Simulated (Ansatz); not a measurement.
Reaction (formal exchange of groups at a C–Si bond): `F[CH]([AlH2])[SiH3]` + `C#C[SiH3]` → `C#C[SiH2][CH](F)[AlH2]` + SiH₄

Computed with Ansatz on PBE0-D4/def2-TZVP structures; ΔE is electronic, products minus reactants. CCSD(T)/CBS is the MP2 limit (def2-TZVPP, def2-QZVPP) plus CCSD(T) − MP2 in def2-TZVPP, frozen cores. This one scheme is used for every species. DFT in def2-TZVPP. B3LYP here is the variant with VWN-RPA as its local correlation; programs differ in this. One conformer a species, not always the lowest.

```json
{"level": "PBE-D4", "ΔE (kJ/mol)": "-30.7", "difference from CCSD(T)/CBS": "-6.9"}
{"level": "r2SCAN-D4", "ΔE (kJ/mol)": "-30.2", "difference from CCSD(T)/CBS": "-6.4"}
{"level": "PBE0-D4", "ΔE (kJ/mol)": "-30.9", "difference from CCSD(T)/CBS": "-7.1"}
{"level": "B3LYP-D4", "ΔE (kJ/mol)": "-20.3", "difference from CCSD(T)/CBS": "3.5"}
{"level": "ωB97X-V", "ΔE (kJ/mol)": "-25.8", "difference from CCSD(T)/CBS": "-2.0"}
{"level": "ωB97M-V", "ΔE (kJ/mol)": "-28.6", "difference from CCSD(T)/CBS": "-4.8"}
{"level": "B2PLYP", "ΔE (kJ/mol)": "-15.8", "difference from CCSD(T)/CBS": "8.0"}
{"level": "PBE", "ΔE (kJ/mol)": "-24.6", "difference from CCSD(T)/CBS": "-0.8"}
{"level": "r2SCAN", "ΔE (kJ/mol)": "-28.7", "difference from CCSD(T)/CBS": "-4.9"}
{"level": "PBE0", "ΔE (kJ/mol)": "-25.7", "difference from CCSD(T)/CBS": "-1.9"}
{"level": "B3LYP", "ΔE (kJ/mol)": "-10.6", "difference from CCSD(T)/CBS": "13.2"}
{"level": "HF/def2-TZVPP", "ΔE (kJ/mol)": "-3.4", "difference from CCSD(T)/CBS": "20.4"}
{"level": "MP2/def2-TZVPP", "ΔE (kJ/mol)": "-25.6", "difference from CCSD(T)/CBS": "-1.8"}
{"level": "SCS-MP2/def2-TZVPP", "ΔE (kJ/mol)": "-20.6", "difference from CCSD(T)/CBS": "3.2"}
{"level": "CCSD/def2-TZVPP", "ΔE (kJ/mol)": "-20.1", "difference from CCSD(T)/CBS": "3.7"}
{"level": "CCSD(T)/def2-TZVPP", "ΔE (kJ/mol)": "-24.3", "difference from CCSD(T)/CBS": "-0.5"}
{"level": "HF/def2-QZVPP", "ΔE (kJ/mol)": "-3.1", "difference from CCSD(T)/CBS": "20.7"}
{"level": "MP2/def2-QZVPP", "ΔE (kJ/mol)": "-25.2", "difference from CCSD(T)/CBS": "-1.4"}
{"level": "SCS-MP2/def2-QZVPP", "ΔE (kJ/mol)": "-20.0", "difference from CCSD(T)/CBS": "3.8"}
{"level": "HF/CBS(def2)", "ΔE (kJ/mol)": "-3.0", "difference from CCSD(T)/CBS": "20.8"}
{"level": "MP2/CBS(def2)", "ΔE (kJ/mol)": "-25.1", "difference from CCSD(T)/CBS": "-1.3"}
{"level": "CCSD/CBS(def2)", "ΔE (kJ/mol)": "-19.6", "difference from CCSD(T)/CBS": "4.2"}
{"level": "CCSD(T)/CBS", "ΔE (kJ/mol)": "-23.8", "difference from CCSD(T)/CBS": "0"}
```

Largest T1 diagnostic among the species: 0.013.

The D4 term adds −9.8 kJ/mol with B3LYP and −5.3 kJ/mol with PBE0; it sums over pairs of atoms, weighted by their polarisabilities, and B3LYP, whose exchange is more repulsive, gets the larger term. In def2-TZVPP, CCSD(T) changes the Hartree–Fock value by −20.9 kJ/mol (the triples alone add −4.2 kJ/mol) and MP2 by −22.2 kJ/mol.
